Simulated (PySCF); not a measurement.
# MgBi and its ions

ROHF-CCSD(T); basis Mg def2-SVPD, Bi def2-SVPD with ECP60; scalar-relativistic core potentials; PySCF 2.14. Neutral (ROHF): quartet (σ ↑, π ↑↑), Re = 3.066 Å, ωe = 140 cm⁻¹, De = 0.19 eV.

MgBi⁺ (ROHF): triplet (π ↑↑), Re = 2.903 Å, ωe = 208 cm⁻¹. The energies at the minima are -413.24760 hartree for MgBi and -413.01705 for MgBi⁺.

Work out the adiabatic ionisation energy, without and with harmonic zero-point energies (1 hartree = 27.2114 eV, 1 eV = 8065.5 cm⁻¹), and the change of the bond length.

At ROHF-CCSD(T): 0.23055 hartree = 6.274 eV between the minima; the zero-point term (208.0 − 140.0)/2 cm⁻¹ = +0.004 eV makes it 6.278 eV. Re changes by -16.3 pm against the neutral. The electron leaves a σ orbital, and the shorter bond of the ion fits an antibonding orbital, or a change in how ionic the bond is.

Correlated steps freeze 5 core orbitals. Weak bonds: MgBi. Basis-set superposition, not corrected here, can be much of De in a small basis, most of all at correlated wavefunction levels. These are scalar-relativistic numbers at best; spin–orbit coupling would shift them, the dissociation energy most. States were picked by a PBE0 search and need not be the measured ground states.
